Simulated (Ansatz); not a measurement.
Consider the ligand exchange at the Al–F bond: `[F][Al]([F])[Br]` + NH₃ → `[NH2][Al]([F])[Br]` + H–F.

Gas-phase electronic energies from Ansatz, PBE0-D4/def2-TZVP geometries. CCSD(T)/CBS adds triple-zeta CCSD(T) − MP2 to the extrapolated MP2 energy (def2 sets, frozen cores). This one scheme is used for every species. Functionals use def2-TZVPP. HSE06 is defined as in plane-wave codes. For Br outer-core shells are correlated without core-valence functions, which leaves a few kJ/mol of doubt a bond. Scalar relativity is left out up to krypton. Each species was taken in one conformer, which may not be the lowest.

CCSD(T)/CBS gives +79.7 kJ/mol.

Question: Another level gave +79.6 kJ/mol. Which?
A. r2SCAN0-D4/def2-TZVPP
B. HSE06-D4/def2-TZVPP
C. LDA (SPW92)/def2-TZVPP
D. BHLYP/def2-TZVPP

Answer: A. r2SCAN0-D4 79.6, BHLYP 84.7, LDA (SPW92) 71.0, HSE06-D4 75.4 kJ/mol.

Largest T1 diagnostic among the species: 0.010.

At CCSD(T), def2-SVP lies +5.3 kJ/mol from the extrapolated value and def2-TZVPP −0.5 kJ/mol. The D4 term adds −4.0 kJ/mol with B3LYP and −2.2 kJ/mol with PBE0; it sums over pairs of atoms, weighted by their polarisabilities, and B3LYP, whose exchange is more repulsive, gets the larger term. Leaving LDA and LC-ωPBE aside and taking each functional with its dispersion term where it has one, the values, not all of them listed here, spread over 12.0 kJ/mol, from HSE06-D4 to B97M-V. LDA lies −8.8 kJ/mol from PBE without D4.

B3LYP here is the variant with VWN-RPA as its local correlation; programs differ in this.
